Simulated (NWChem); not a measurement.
Program: NWChem. System: silicon dioxide molecule (O$_{2}$Si), charge 0, spin multiplicity 1, at a geometry optimised with PBE0/def2-SVP. Level: B3LYP/def2-SVPD, VWN1-RPA local correlation.

NWChem printed:

```
             Northwest Computational Chemistry Package (NWChem) 7.3.0
             --------------------------------------------------------

                                NWChem Input Module
                                -------------------

 Scaling coordinates for geometry "geometry" by  1.889725989
 (inverse scale =  0.529177249)

 Turning off AUTOSYM since
 SYMMETRY directive was detected!

                             Geometry "geometry" -> ""
                             -------------------------

 Output coordinates in angstroms (scale by  1.889725989 to convert to a.u.)

  No.       Tag          Charge          X              Y              Z
 ---- ---------------- ---------- -------------- -------------- --------------
    1 O                    8.0000     0.00000000     0.00000000    -1.51836900
    2 Si                  14.0000     0.00000000     0.00000000     0.00000000
    3 O                    8.0000     0.00000000     0.00000000     1.51836900

 Effective nuclear repulsion energy (a.u.)      89.2203250619

            Nuclear Dipole moment (a.u.)
            ----------------------------
        X                 Y               Z
 ---------------- ---------------- ----------------
     0.0000000000     0.0000000000     0.0000000000

      Symmetry information
      --------------------

 Group name             D2h
 Group number             26
 Group order               8
 No. of unique centers     2

      Symmetry unique atoms

     1    2


 Summary of "ao basis" -> "" (spherical)
 ------------------------------------------------------------------------------
       Tag                 Description            Shells   Functions and Types
 ---------------- ------------------------------  ------  ---------------------
 *                         def2-svpd                  on all atoms

                              NWChem Property Module
                              ----------------------

                                 NWChem DFT Module
                                 -----------------

 Summary of "ao basis" -> "ao basis" (spherical)
 ------------------------------------------------------------------------------
       Tag                 Description            Shells   Functions and Types
 ---------------- ------------------------------  ------  ---------------------
 O                         def2-svpd                 9       23   4s3p2d
 Si                        def2-svpd                10       24   5s3p2d

 Summary of "ao basis" -> "ao basis" (spherical)
 ------------------------------------------------------------------------------
       Tag                 Description            Shells   Functions and Types
 ---------------- ------------------------------  ------  ---------------------
 O                         def2-svpd                 9       23   4s3p2d
 Si                        def2-svpd                10       24   5s3p2d

            General Information
            -------------------
          SCF calculation type: DFT
          Wavefunction type:  closed shell.
          No. of atoms     :     3
          No. of electrons :    30
           Alpha electrons :    15
            Beta electrons :    15
          Charge           :     0
          Spin multiplicity:     1
          Use of symmetry is: off; symmetry adaption is: off
          Maximum number of iterations: 100
          AO basis - number of functions:    70
                     number of shells:    28
          Convergence on energy requested:  1.00D-06
          Convergence on density requested:  1.00D-05
          Convergence on gradient requested:  5.00D-04

              XC Information
              --------------
                         B3LYP Method XC Potential
                     Hartree-Fock (Exact) Exchange  0.200
                        Slater Exchange Functional  0.800 local
                    Becke 1988 Exchange Functional  0.720 non-local
              Lee-Yang-Parr Correlation Functional  0.810
                  VWN I RPA Correlation Functional  0.190 local

             Grid Information
             ----------------
          Grid used for XC integration:  medium
          Radial quadrature: Mura-Knowles
[...]
     9      0.184377  1 O  py                56     -0.184371  3 O  py
    41      0.109252  2 Si d  1              39     -0.098641  2 Si d -1

 Vector   15  Occ=2.000000D+00  E=-3.594855D-01
              MO Center= -5.8D-10,  9.8D-10, -5.0D-05, r^2= 2.8D+00
   Bfn.  Coefficient  Atom+Function         Bfn.  Coefficient  Atom+Function
  ----- ------------  ---------------      ----- ------------  ---------------
     6      0.325165  1 O  py                53     -0.325155  3 O  py
     5     -0.293586  1 O  px                52      0.293577  3 O  px
     9      0.204210  1 O  py                56     -0.204202  3 O  py
     8     -0.184377  1 O  px                55      0.184371  3 O  px
    39     -0.109252  2 Si d -1              41     -0.098641  2 Si d  1

 Vector   16  Occ=0.000000D+00  E=-1.414579D-01
              MO Center=  2.6D-09,  1.3D-08, -1.1D-06, r^2= 3.1D+00
   Bfn.  Coefficient  Atom+Function         Bfn.  Coefficient  Atom+Function
  ----- ------------  ---------------      ----- ------------  ---------------
    28      0.530557  2 Si s                 27      0.415901  2 Si s
    40     -0.306287  2 Si d  0               7     -0.279127  1 O  pz
    54      0.279126  3 O  pz                25      0.208087  2 Si s
    26      0.168963  2 Si s                  2     -0.128381  1 O  s
    49     -0.128381  3 O  s                 10     -0.094953  1 O  pz

 Vector   17  Occ=0.000000D+00  E=-3.850135D-02
              MO Center=  1.4D-08, -1.4D-08, -3.3D-07, r^2= 2.6D+00
   Bfn.  Coefficient  Atom+Function         Bfn.  Coefficient  Atom+Function
  ----- ------------  ---------------      ----- ------------  ---------------
    36      0.580334  2 Si py                35     -0.508105  2 Si px
    33      0.297976  2 Si py                32     -0.260890  2 Si px
     6     -0.227077  1 O  py                53     -0.227076  3 O  py
     9     -0.225156  1 O  py                56     -0.225155  3 O  py
     5      0.198814  1 O  px                52      0.198814  3 O  px

 Vector   18  Occ=0.000000D+00  E=-3.850135D-02
              MO Center= -6.3D-09, -7.9D-09, -3.3D-07, r^2= 2.6D+00
   Bfn.  Coefficient  Atom+Function         Bfn.  Coefficient  Atom+Function
  ----- ------------  ---------------      ----- ------------  ---------------
    35      0.580334  2 Si px                36      0.508105  2 Si py
    32      0.297976  2 Si px                33      0.260890  2 Si py
     5     -0.227077  1 O  px                52     -0.227076  3 O  px
     8     -0.225156  1 O  px                55     -0.225155  3 O  px
     6     -0.198814  1 O  py                53     -0.198814  3 O  py

 center of mass
 --------------
 x =   0.00000000 y =   0.00000000 z =   0.00000000

 moments of inertia (a.u.)
 ------------------
         263.368678518900           0.000000000000           0.000000000000
           0.000000000000         263.368678518900           0.000000000000
           0.000000000000           0.000000000000           0.000000000000

     Multipole analysis of the density
     ---------------------------------

     L   x y z        total         alpha         beta         nuclear
     -   - - -        -----         -----         ----         -------
     0   0 0 0     -0.000000    -15.000000    -15.000000     30.000000

     1   1 0 0     -0.000000     -0.000000     -0.000000      0.000000
     1   0 1 0      0.000000      0.000000      0.000000      0.000000
     1   0 0 1     -0.000021     -0.000011     -0.000011      0.000000

     2   2 0 0    -15.210768     -7.605384     -7.605384      0.000000
     2   1 1 0     -0.000000     -0.000000     -0.000000      0.000000
     2   1 0 1     -0.000000     -0.000000     -0.000000      0.000000
     2   0 2 0    -15.210768     -7.605384     -7.605384      0.000000
     2   0 1 1     -0.000000     -0.000000     -0.000000      0.000000
     2   0 0 2    -24.474580    -78.100412    -78.100412    131.726245

 *** CALLING NEW AORESP DRIVER FOR CLOSED AND OPEN SHELLS ***
 Entering AOResponse driver routine

--------------------------------------------------------------------------------

          ****************
          *** RESPONSE ***
          ****************

 Response module for NWChem and dynamic CPKS solver

          -----------------------------------------------
          Solving response equations for perturbing field
          -----------------------------------------------

 number of frequencies:     1
 frequency in a.u.:  0.0000000E+00
 Perturbing field: electric
 Using El. Dipole Length Gauge

 Setting up CPKS with frequency omega =      0.00000000 a.u.

 STATIC response

                                NWChem CPHF Module
                                ------------------

  scftype          =     RHF
  nclosed          =       15
  nopen            =        0
  variables        =      825
  # of vectors     =        3
  tolerance        = 0.10D-03
  level shift      = 0.00D+00
  max iterations   =       50
  max subspace     =       30

  int2e_file: Failed to allocate cache ... halving
 SCF residual:    3.0607921476125116E-004

Iterative solution of linear equations
  No. of variables      825
  No. of equations        3
  Maximum subspace       30
        Iterations       50
       Convergence  1.0D-04

   iter   nsub   residual    time
   ----  ------  --------  ---------
     1      3    1.12D+01       2.9
     2      6    4.10D+00       4.2
     3      9    2.24D-01       5.6
     4     12    3.41D-02       6.9
     5     15    5.65D-03       7.7
     6     18    4.28D-04       8.8
     7     21    7.93D-04       9.9
     8     24    5.29D-06      10.9

 Electric Dipole Response Matrix (nonzero elements):

              1        2        3
    1   25.0346  -0.0000   0.0000
    2   -0.0000  25.0346  -0.0000
    3   -0.0000  -0.0000  39.6108

 ------------------------------------------
 average:        29.89334 + I       0.00000

 DFT Linear Response polarizability / au
 Frequency  =       0.0000000 / au
 Wavelength = -999999.0000000 / nm
              X              Y              Z
 -----------------------------------------------
 X      25.0345839     -0.0000000      0.0000000
 Y      -0.0000000     25.0345839     -0.0000001
 Z      -0.0000007     -0.0000002     39.6108422
 -----------------------------------------------
 Eigenvalues =      25.0345839     25.0345839     39.6108422
 Isotropic   =      29.8933366
 Anisotropic =      14.5762583
 -----------------------------------------------

 Magnetic Dipole Response Matrix (nonzero elements):
 Optical rotation tensor Beta

 *** static G'=0. Use GPRIME input with finite omega
 *** or better ORBETA without GPRIME for small or zero freq.

 zero matrix

 ------------------------------------------
 average:         0.00000 + I       0.00000

 Exiting AOResponse driver routine

          -------------
          Dipole Moment
          -------------

 Center of charge (in au) is the expansion point
         X =       0.0000000 Y =       0.0000000 Z =       0.0000000

   Dipole moment        0.0000213837 A.U.
             DMX       -0.0000000030 DMXEFC        0.0000000000
             DMY        0.0000000039 DMYEFC        0.0000000000
             DMZ       -0.0000213837 DMZEFC        0.0000000000
   -EFC- dipole         0.0000000000 A.U.
   Total dipole         0.0000213837 A.U.

   Dipole moment        0.0000543523 Debye(s)
             DMX       -0.0000000077 DMXEFC        0.0000000000
             DMY        0.0000000098 DMYEFC        0.0000000000
             DMZ       -0.0000543523 DMZEFC        0.0000000000
   -EFC- dipole         0.0000000000 DEBYE(S)
   Total dipole         0.0000543523 DEBYE(S)

 1 a.u. = 2.541766 Debyes

 Task  times  cpu:       10.9s     wall:       10.9s

 Total times  cpu:       11.0s     wall:       11.0s
```

Write an NWChem input that would produce this output.

This is not unique; one that fits is 
```
start mol
memory heap 200 mb stack 900 mb global 1100 mb
geometry units angstroms nocenter noautoz
  O      0.000000     0.000000    -1.518369
  Si     0.000000     0.000000     0.000000
  O      0.000000     0.000000     1.518369
  symmetry group D2h
end
basis spherical
  * library def2-svpd
end
dft
  xc b3lyp
  semidirect memsize 60000000 filesize 0
  iterations 100
end
property
  dipole
  response 1 0.0
end
task dft property
```
